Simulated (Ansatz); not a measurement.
Frontier orbitals of `OB1CN1`.

```xyz
8

O     1.4175    0.7458    1.1005
B     0.5206    0.1614    0.2805
C    -0.8799   -0.3357   -0.1357
N     0.3562   -0.3453   -0.9719
H     1.0677    0.9074    1.9788
H    -1.2863   -1.3165    0.1065
H    -1.6499    0.3926   -0.3979
H     0.4541   -0.2098   -1.9607
```

Total charge 0; spin multiplicity 1. The geometry is a stationary point of PBE0-D4/def2-TZVP. It is one conformer, not always the lowest. Basis def2-TZVPP, Ansatz 0.2.0.

```
             functional  HOMO (eV)  LUMO (eV)  gap (eV)
                    PBE      -5.82      -0.12      5.70
                 revPBE      -5.76      -0.07      5.69
                 r2SCAN      -6.04       0.59      6.63
                 B97M-V      -6.11       0.13      6.24
                   PBE0      -7.18       0.71      7.89
                r2SCAN0      -7.34       1.16      8.50
HSE06 (plane-wave form)      -6.77       0.34      7.11
                ωB97M-V      -9.51       2.01     11.52
```

A quarter of exact exchange (PBE0) shifts PBE's HOMO by −1.36 eV and its LUMO by +0.83 eV; full exchange at long range (ωB97M-V) shifts them by −3.70 and +2.14 eV. The gap opens from 5.69 to 11.53 eV, since occupied levels lose self-interaction and empty ones feel all the electrons. A positive LUMO is unbound and depends on the basis.
